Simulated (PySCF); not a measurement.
Species: CH10ClGe3P.
SMILES with atom numbers: `[CH3:1][GeH2:2][Ge@H:3]([PH2:4])[GeH2:5][Cl:6]` (hydrogens: H7, H8, H9 on C1; H10, H11 on Ge2; H12 on Ge3; H13, H14 on P4; H15, H16 on Ge5)

Geometry (PBE0-D3(BJ)/def2-SVP, Å), atoms numbered from 1 in this order:
```xyz
16
CH10ClGe3P angstrom
C      2.6155    0.1406    0.3202
Ge     1.1234   -1.0361   -0.1298
Ge    -1.0085   -0.1380    0.6132
P     -2.8391   -1.5479    0.2529
Ge    -1.4465    1.9220   -0.5831
Cl     0.3549    3.1340   -0.3194
H      2.4351    1.1396   -0.0997
H      3.5524   -0.2652   -0.0882
H      2.7124    0.2313    1.4111
H      1.3044   -2.4333    0.5025
H      1.0139   -1.2194   -1.6591
H     -1.0053    0.2153    2.1162
H     -2.4087   -1.9166   -1.0598
H     -2.2074   -2.6765    0.8620
H     -2.6075    2.7742   -0.0405
H     -1.6052    1.7253   -2.1025
```

Computed with PySCF at wB97X-D/def2-SVPD, non-relativistic, on one gas-phase PBE0-D3(BJ)/def2-SVP geometry that isn't relaxed in the solvent. The solvent is an IEF-PCM continuum (cavity from Bondi-type radii × 1.2). Only the electrostatic response of the medium enters. Spin–orbit coupling is left out although an atom past zinc is present.

Gas phase at wB97X-D/def2-SVPD: HOMO -9.02 eV, LUMO 0.68 eV, dipole 1.64 D.

Task: What does the continuum do to the energy, the frontier levels and the dipole at wB97X-D/def2-SVPD in chloroform and water?

Result: 
```json
{"solvent": "chloroform", "ε": "4.711", "E(solvent) − E(gas) (kcal/mol)": "-2.17", "polarisation term (kcal/mol)": "-2.48", "distortion of the solute (kcal/mol)": "0.31", "HOMO (eV)": "-8.86", "LUMO (eV)": "0.82", "dipole (D)": "2.12"}
{"solvent": "water", "ε": "78.36", "E(solvent) − E(gas) (kcal/mol)": "-3.14", "polarisation term (kcal/mol)": "-3.83", "distortion of the solute (kcal/mol)": "0.69", "HOMO (eV)": "-8.82", "LUMO (eV)": "0.85", "dipole (D)": "2.36"}
```

The polarisation term is half the interaction of the solute with the surface charges that it induces; the rest is the cost of distorting the solute's density. The sum is the electrostatic part of solvation alone. From chloroform to water the lowering changes by a factor 1.45, Onsager's factor (ε − 1)/(2ε + 1) by 1.38 and ε itself by 16.6.

Task: Which radius a makes the point-dipole formula ΔE = −[(ε − 1)/(2ε + 1)]·μ²/a³ give the value in water, with the gas-phase dipole?

Result: μ = 0.646 au and |ΔE| = 0.00500 Eh give a = 1.82 Å; the farthest nucleus lies 3.80 Å from the centroid of the nuclei, so such a sphere wouldn't even hold the nuclei. The formula assumes a rigid point dipole at the centre of a sphere.

Task: Give the dipole vector in the frame of the coordinates (D, pointing from negative to positive charge), gas and water.

Result: Gas (0.00, -1.64, 0.02), solvent (-0.10, -2.36, -0.09). Its length changes by +44 % and its direction by 4°.

Task: How does the static polarisability (wB97X-D/def2-SVPD, frozen core, with the continuum's full static response) change?

Result: 
```json
{"medium": "gas", "isotropic (au)": "155.5", "principal values (au)": "122.5, 160.6, 183.3", "⟨r²⟩ of the electrons (bohr²)": "2835.6"}
{"medium": "chloroform", "isotropic (au)": "203.8", "principal values (au)": "164.4, 207.6, 239.4", "⟨r²⟩ of the electrons (bohr²)": "2836.7"}
{"medium": "water", "isotropic (au)": "231.8", "principal values (au)": "194.5, 233.2, 267.6", "⟨r²⟩ of the electrons (bohr²)": "2837.3"}
```

The isotropic value in water is 1.49 times the gas-phase one; no cavity-field correction is applied. ⟨r²⟩ is taken about the centre of nuclear charge.

wB97X-D is run here without its empirical dispersion term; that term would change no orbital, density or response property at a fixed geometry.
